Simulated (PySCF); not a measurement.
A side-by-side comparison of computed properties.

First species: C7H6ClF3.
SMILES: `C(F)(F)(/C=C(\C(=C)Cl)C=C)F`

Second species: C₅H₁₄Si₂.
SMILES: `C=CC[SiH2]C[SiH2]C`

Levels: PBE0/pcSseg-1 for dipole moment, HOMO energy, LUMO energy and HOMO–LUMO gap; GFN2-xTB for rotational constant A and rotational constant C. Geometries: GFN2-xTB. Each structure is a single optimised conformer of the isolated species, non-relativistic unless stated. Electronic properties by PySCF.

Dipoles, sizes and rotational constants follow the conformer. The torsions of the flexible species, by atom-mapped SMILES:
- `[CH2:1]=[CH:2]/[C:3](=[CH:4]/[C:5]([F:6])([F:7])[F:8])[C:9](=[CH2:10])[Cl:11]`: C1–C2–C3–C4 -179°, C3–C4–C5–F6 36°, C2–C3–C9–C10 76°
- `[CH2:1]=[CH:2][CH2:3][SiH2:4][CH2:5][SiH2:6][CH3:7]`: C1–C2–C3–Si4 101°, C2–C3–Si4–C5 55°, C3–Si4–C5–Si6 57°, Si4–C5–Si6–C7 173°

Values for the first species:

- Dipole moment: 3.59 D
- HOMO energy: -7.46 eV
- LUMO energy: -1.94 eV
- HOMO–LUMO gap: 5.52 eV
- Rotational constant A: 1.357 GHz
- Rotational constant C: 0.594 GHz

**Question.** Estimate the same properties for the second species, and the change in each.

**Answer.** 
```
             property      first     second  second less first
        dipole moment     3.59 D     0.86 D            -2.73 D
          HOMO energy   -7.46 eV   -7.05 eV           +0.41 eV
          LUMO energy   -1.94 eV    0.27 eV           +2.21 eV
        HOMO–LUMO gap    5.52 eV    7.32 eV           +1.80 eV
rotational constant A  1.357 GHz  2.851 GHz         +1.494 GHz
rotational constant C  0.594 GHz  0.699 GHz         +0.105 GHz
```

On the first: The dipole equals about 12.0 × 10⁻³⁰ C·m (1 D = 3.33564 × 10⁻³⁰ C·m).

On the second: The dipole matches unit charges of opposite sign 0.18 Å apart (1 e·Å = 4.8032 D).
